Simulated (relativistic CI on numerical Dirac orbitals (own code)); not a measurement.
Hyperfine structure of La³¹⁺, mass number 139

Computed by Dirac-Coulomb-Breit CI, separate exchange-only KLI orbitals for each configuration, a model potential for QED, unscaled Slater integrals (own radial code, finite nucleus).

CI space (outside the closed core [Ne]): 3s2 3p6 3d8, 3s2 3p5 3d9, 3s2 3p4 3d10, 3s 3p6 3d9, 3p6 3d10, 3s 3p5 3d10, 3s2 3p6 3d7 4s, 3s2 3p6 3d7 4p, 3s2 3p6 3d7 4d, 3s2 3p4 3d9 4s, 3s2 3p5 3d8 4s, 3s2 3p4 3d9 4p, 3s2 3p6 3d7 4f, 3s2 3p5 3d8 4p, 3s2 3p4 3d9 4d, 3s 3p5 3d9 4s. Levels of other configurations are missing.

Nuclear spin I = 7/2, μ = 2.7791 μN, Q = 0.206 b (tables of Stone and Pyykkö). The electronic factors are computed for point nuclear moments, without core polarisation or the Bohr-Weisskopf and QED corrections.

| Level | E (cm⁻¹) | A (MHz) | B (MHz) |
| --- | --- | --- | --- |
| 3s2 3p6 3d8 3F_4 | 0 | 11380 | -3650 |
| 3s2 3p6 3d8 1D_2 | 50945 | 12160 | 3070 |
| 3s2 3p6 3d8 3F_3 | 136358 | 16370 | -2160 |
| 3s2 3p6 3d8 3P_2 | 186372 | 13770 | 672 |
| 3s2 3p6 3d8 3P_1 | 216516 | -1169 | -2160 |
| 3s2 3p6 3d8 1G_4 | 228339 | 17900 | -11800 |
| 3s2 3p5 3d9 3F°_4 | 2155375 | 28560 | -34000 |
| 3s2 3p5 3d9 1D°_2 | 2205006 | 18380 | 17900 |

Levels with J = 0, under 50 % of one LS term, or S terms without an open s electron are left out. Small factors come from cancelling terms and can be off by tens of per cent or more.

At this charge energies of transitions that change n are usually good to better than 1 %, and those within a shell (Δn = 0) to a few per cent. Terms inside the open d or f shell come out 10 to 20 % too wide with unscaled integrals.

(1) Give the hyperfine levels of 3s2 3p6 3d8 3F_4 relative to its centre of gravity.

Results:

(1) With K = F(F + 1) − I(I + 1) − J(J + 1), E = AK/2 + B[¾K(K + 1) − I(I + 1)J(J + 1)]/[2I(2I − 1)J(2J − 1)]: F = 1/2: -200900, F = 3/2: -183400, F = 5/2: -154300, F = 7/2: -113700, F = 9/2: -61870, F = 11/2: 977.7, F = 13/2: 74530, F = 15/2: 158400 MHz.

LS names give the leading component of a level, which can be under half, so a name can repeat, a term be missing and a line seem to break the LS rules.
